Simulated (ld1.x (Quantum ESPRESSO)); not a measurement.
## What one change does to a pseudopotential (Ti, TM)

* Element: titanium (Ti)
* Generator: ld1.x (Quantum ESPRESSO) 7.5
* Type: norm-conserving Troullier–Martins (Kleinman–Bylander form)
* Functional: Wu–Cohen
* Relativity: scalar-relativistic
* Frozen core: [Ne]
* Valence charge: 12
* Reference configuration: 3s2 3p6 3d2 4s2 4p0
* Partial waves: 3s (bound): rc 0.90 bohr; 3p (bound): rc 0.90 bohr; 3d (bound): rc 1.30 bohr
* Local potential: all-electron potential smoothed inside 1.15 bohr (lloc = -1)
* Core correction: none

Occupied shells without a wave of their own: 4s. They enter only through the test configuration that unscreens the potential.

All-electron outer shells of the reference configuration (Wu–Cohen, scalar-relativistic, ld1.x):

```
shell  level (eV)  outermost node (bohr)  outermost maximum (bohr)
   2s     -536.56                   0.09                      0.27
   2p     -444.27                      –                      0.22
   3s      -62.47                   0.40                      0.87
   3p      -38.80                   0.37                      0.90
   4s       -4.49                   1.24                      2.92
   3d       -4.28                      –                      0.98
   4p       -1.44                   1.39                      3.80
```

Change: wave 3s (bound): rc 0.90 bohr becomes 3s (bound): rc 1.00 bohr.

Cutoffs: the cutoffs (Ry, on a coarse ladder) from which the occupation-weighted sum of valence levels, in a spherical-Bessel basis at the reference potential, stays within 10 and 1 mRy of its value at 400 Ry; they do not see the model core or the augmentation charge, which bear on the density cutoff. Errors are all-electron minus pseudo energies relative to the spin-unpolarised reference configuration.

Q: What does the change do?

A: The potential gets neither clearly harder nor softer (140 Ry and 230 Ry → 140 Ry and 230 Ry); of the 7 tests that both files solve, the error grows in 2 and shrinks in 0 by more than 15 % and 0.3 meV (median size 65.0 → 73.0 meV); neither file shows a bound ghost.

| quantity | base | changed |
| --- | --- | --- |
| cutoff, loose | 140 Ry | 140 Ry |
| cutoff, tight | 230 Ry | 230 Ry |
| loose cutoff by channel (10 mRy a level) | s 110 Ry, p 35 Ry, d 90 Ry | s 100 Ry, p 35 Ry, d 90 Ry |
| bound ghosts | none | none |
| largest miss of a reference level, eV | 0.05 | 0.05 |
| error for 3s2 3p6 3d2 4s1 4p0, meV [ΔE 7.37 eV] | -65 | -73 |
| error for 3s2 3p6 3d2 4s0 4p0, meV [ΔE 20.78 eV] | -172 | -193 |
| error for 3s2 3p6 3d1 4s0 4p0, meV [ΔE 47.71 eV] | -265 | -300 |
| error for 3s2 3p6 3d1 4s2 4p1, meV [ΔE 4.71 eV] | +31 | +32 |
| error for 3s2 3p5 3d2 4s2 4p0, meV [ΔE 45.50 eV] | +16 | +19 |
| error for 3s2 3p6 3d3 4s0 4p0, meV [ΔE 7.32 eV] | -91 | -103 |
| error for 3s1 3p6 3d2 4s2 4p0, meV [ΔE 69.50 eV] | +8.8 | +11 |
| s: phases at 1.41 bohr within 0.05 rad from the reference energy up to (Ry; the scan ends near 5) | 4.1 | 3.9 |
| p: phases at 1.41 bohr within 0.05 rad from the reference energy up to (Ry; the scan ends near 5) | to the end of the scan | to the end of the scan |
| d: phases at 1.41 bohr within 0.05 rad from the reference energy up to (Ry; the scan ends near 5) | to the end of the scan | to the end of the scan |

Base: The 4s level has no wave, so the channel is fitted at the deeper level alone: the likely source of the large errors. Changed file: The 4s level has no wave, so the channel is fitted at the deeper level alone: the likely source of the large errors.
